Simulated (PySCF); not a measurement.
Isomers of C4H10O2Si2, mass 146.022 u with the commonest isotopes. Method used: PBE0/pcSseg-1 in PySCF (dipole) on a GFN2-xTB geometry, gas phase. One conformer each, none proved a minimum here; rigid rotors.

Problem. Order these by rotational constant C, smallest first.
A. `[O:1]=[C:2]([SiH2:3][O:4][SiH3:5])[CH:6]1[CH2:7][CH2:8]1` with O1–C2–Si3–O4 0°, C2–Si3–O4–Si5 0°, O1–C2–C6–C7 35°
B. `[O:1]=[CH:2][O:3]/[C:4](=[CH:5]\[SiH3:6])[CH2:7][SiH3:8]` with O1–C2–O3–C4 1°, C2–O3–C4–C5 -55°, O3–C4–C7–Si8 -79°
C. `[CH3:1][Si:2]1([O:3][CH:4]=[O:5])[CH2:6][SiH2:7][CH2:8]1` with C1–Si2–O3–C4 179°, Si2–O3–C4–O5 0°, C1–Si2–C6–Si7 136°, Si2–C6–Si7–C8 -8°, C6–Si7–C8–Si2 8°, C1–Si2–C8–Si7 -135°
D. `[CH2:1]=[CH:2][Si@@H:3]([OH:4])[C:5](=[CH2:6])[O:7][SiH3:8]` with C1–C2–Si3–O4 0°, C2–Si3–O4–H 111°, C2–Si3–C5–C6 70°, Si3–C5–O7–Si8 177°
E. `[CH3:1][CH2:2][C@@H:3]1[SiH2:4][O:5][SiH2:6][C:7]1=[O:8]` with C1–C2–C3–Si4 -60°, C2–C3–Si4–O5 -154°, C3–Si4–O5–Si6 12°, Si4–O5–Si6–C7 3°, O5–Si6–C7–O8 151°

Solution. A (656.3 MHz), D (703.9 MHz), B (769.8 MHz), E (810.5 MHz), C (969.7 MHz).

Problem. Order these by rotational constant A, smallest first.
A. `[O:1]=[C:2]([SiH2:3][O:4][SiH3:5])[CH:6]1[CH2:7][CH2:8]1` with O1–C2–Si3–O4 0°, C2–Si3–O4–Si5 0°, O1–C2–C6–C7 35°
B. `[O:1]=[CH:2][O:3]/[C:4](=[CH:5]\[SiH3:6])[CH2:7][SiH3:8]` with O1–C2–O3–C4 1°, C2–O3–C4–C5 -55°, O3–C4–C7–Si8 -79°
C. `[CH2:1]=[CH:2][Si@@H:3]([OH:4])[C:5](=[CH2:6])[O:7][SiH3:8]` with C1–C2–Si3–O4 0°, C2–Si3–O4–H 111°, C2–Si3–C5–C6 70°, Si3–C5–O7–Si8 177°
D. `[CH3:1][CH2:2][C@@H:3]1[SiH2:4][O:5][SiH2:6][C:7]1=[O:8]` with C1–C2–C3–Si4 -60°, C2–C3–Si4–O5 -154°, C3–Si4–O5–Si6 12°, Si4–O5–Si6–C7 3°, O5–Si6–C7–O8 151°
E. `[CH3:1][Si:2]1([O:3][CH:4]=[O:5])[CH2:6][SiH2:7][CH2:8]1` with C1–Si2–O3–C4 179°, Si2–O3–C4–O5 0°, C1–Si2–C6–Si7 136°, Si2–C6–Si7–C8 -8°, C6–Si7–C8–Si2 8°, C1–Si2–C8–Si7 -135°

Solution. E (1698 MHz), D (2173 MHz), B (2282 MHz), C (2411 MHz), A (3125 MHz).

Problem. Order these by out-of-plane moment Σ m c² = (Ia + Ib − Ic)/2, largest first.
A. `[O:1]=[C:2]([SiH2:3][O:4][SiH3:5])[CH:6]1[CH2:7][CH2:8]1` with O1–C2–Si3–O4 0°, C2–Si3–O4–Si5 0°, O1–C2–C6–C7 35°
B. `[O:1]=[CH:2][O:3]/[C:4](=[CH:5]\[SiH3:6])[CH2:7][SiH3:8]` with O1–C2–O3–C4 1°, C2–O3–C4–C5 -55°, O3–C4–C7–Si8 -79°
C. `[CH3:1][CH2:2][C@@H:3]1[SiH2:4][O:5][SiH2:6][C:7]1=[O:8]` with C1–C2–C3–Si4 -60°, C2–C3–Si4–O5 -154°, C3–Si4–O5–Si6 12°, Si4–O5–Si6–C7 3°, O5–Si6–C7–O8 151°
D. `[CH2:1]=[CH:2][Si@@H:3]([OH:4])[C:5](=[CH2:6])[O:7][SiH3:8]` with C1–C2–Si3–O4 0°, C2–Si3–O4–H 111°, C2–Si3–C5–C6 70°, Si3–C5–O7–Si8 177°
E. `[CH3:1][Si:2]1([O:3][CH:4]=[O:5])[CH2:6][SiH2:7][CH2:8]1` with C1–Si2–O3–C4 179°, Si2–O3–C4–O5 0°, C1–Si2–C6–Si7 136°, Si2–C6–Si7–C8 -8°, C6–Si7–C8–Si2 8°, C1–Si2–C8–Si7 -135°

Solution. D (82.06 u·Å²), B (66.15 u·Å²), E (60.47 u·Å²), A (25.61 u·Å²), C (18.36 u·Å²).

| SMILES | point group | Ia (u·Å²) | Ib (u·Å²) | Ic (u·Å²) | κ | μa (D) | μb (D) | μc (D) |
| --- | --- | --- | --- | --- | --- | --- | --- | --- |
| C=C[Si@@H](O)C(=C)O[SiH3] | C1 | 209.60 | 672.49 | 717.96 | -0.94 | 1.53 | 0.63 | 1.03 |
| C[Si]1(OC=O)C[SiH2]C1 | Cs | 297.68 | 344.44 | 521.18 | 0.37 | 1.51 | 1.70 | 0.01 |
| CC[C@@H]1[SiH2]O[SiH2]C1=O | C1 | 232.57 | 427.69 | 623.55 | -0.46 | 0.82 | 1.44 | 0.91 |
| O=CO/C(=C\[SiH3])C[SiH3] | C1 | 221.51 | 567.27 | 656.49 | -0.84 | 1.64 | 0.72 | 1.40 |
| O=C([SiH2]O[SiH3])C1CC1 | Cs | 161.72 | 659.54 | 770.04 | -0.91 | 2.70 | 1.36 | 0.00 |
